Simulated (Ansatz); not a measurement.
Stepwise reaction of `[OH][Sc]([OH])[Cl]` with hydrogen chloride, as a gas-phase model of exchange steps in deposition or etching. ΔE in kJ/mol; ΔG adds harmonic PBE0-D4 terms to CCSD(T)/CBS, at 1 bar.

Program: Ansatz. Geometries: PBE0-D4/def2-TZVP. ΔE: electronic, gas phase. CBS: MP2 limit from def2 TZ/QZ plus the TZ coupled-cluster correction, frozen cores. This one scheme is used for every species. DFT in def2-TZVPP. B3LYP here is the variant with VWN-RPA as its local correlation; programs differ in this. For Sc outer-core shells are correlated without core-valence functions, which leaves a few kJ/mol of doubt a bond. Scalar relativity is left out up to krypton. One conformer a species, not always the lowest.

```tsv
step	reaction	PBE-D4	B3LYP-D4	ωB97M-V	CCSD(T)/CBS	ΔG(500 K)
2	`[OH][Sc]([Cl])[Cl]` + HCl → `[Cl][Sc]([Cl])[Cl]` + H₂O	-30.9	-29.4	-28.0	-31.8	-19.4
```

**Question.** Give the row of step 1, `[OH][Sc]([OH])[Cl]` + HCl → `[OH][Sc]([Cl])[Cl]` + H₂O. (Best estimate.)

**Answer.** The calculation gave: 
| step | reaction | PBE-D4 | B3LYP-D4 | ωB97M-V | CCSD(T)/CBS | ΔG(500 K) |
| --- | --- | --- | --- | --- | --- | --- |
| 1 | `[OH][Sc]([OH])[Cl]` + HCl → `[OH][Sc]([Cl])[Cl]` + H₂O | -41.4 | -40.7 | -40.9 | -42.8 | -34.9 |

**Question.** By hand: ΔE of the 2 steps together at CCSD(T)/CBS.

**Answer.** (-42.8) + (-31.8) = -74.6 kJ/mol, or -37.3 kJ/mol a step.

In ΔE each step is higher than the one before. All are downhill at CCSD(T)/CBS. ΔG lies between -34.9 and -19.4 kJ/mol a step. PBE-D4 differs from CCSD(T)/CBS by 0.9 to 1.4 kJ/mol a step. Isolated molecules leave out the surface, adducts and barriers. Largest T1 diagnostic: 0.015.
